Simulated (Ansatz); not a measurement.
```yaml
crystal:
  periodic: [false, false, false]
  atoms:
    - {symbol: Ir, position_ang: [-0.459951, -0.933722, 0.685577]}
    - {symbol: Ir, position_ang: [1.715647, -0.014436, 1.002933]}
    - {symbol: Ir, position_ang: [-1.377021, -0.260404, -1.409088]}
    - {symbol: Ir, position_ang: [0.121325, 1.208562, -0.279421]}
basis:
  gaussian: {orbitals: def2-TZVP, initial_orbitals: start.molden}
hamiltonian: {xc: pbe}
correlation: {method: rpa}
scf: {omitted_lower_state_checks: [starts]}
```

The file start.molden holds the orbitals of an earlier run on this structure, at another level or in another basis.

```sh
$ ansatz run in.yaml --threads 4 --pin off --events-out ev --progress --plain --max-ram 3916MiB
```

It prints (some lines left out):

```
Functional definition: PBE
1504 factors; integrals over basis functions are off by at most 3.2e-4 eV
mean field evaluation 1: about -11362.0429 eV, gradient 9.0e0 eV
mean field evaluation 2: about -11362.3499 eV, gradient 5.3e-1 eV
mean field evaluation 4: about -11362.3310 eV, gradient 6.1e-2 eV
mean field evaluation 8: about -11362.3310 eV, gradient 1.4e-6 eV
mean field -11362.33103752 eV, -417.5579639642 hartree, gradient 5.2e-6 eV, S^2 0.000000; 0 other end points of the search recorded, 0 dependent functions left out; unrestricted orbitals would lower it
mean field evaluation 16: about -11246.7591 eV, gradient 2.2e1 eV
mean field evaluation 32: about -11257.0696 eV, gradient 9.3e-1 eV
reference -11247.76762954 eV, -413.3478363750 hartree; 34, 34 occupied and 126, 126 virtual orbitals, 1504 factors
Error: the energy between an occupied orbital and the lowest state that it is excited into in its spin channel is -0.2020 eV and must be positive: a state without a gap has no random-phase energy
```

Q: Can the result of this run be used?

A: No. The run stopped with an error. The reference has no gap: an occupied orbital lies above an empty one, and the correlation energy can't be formed.
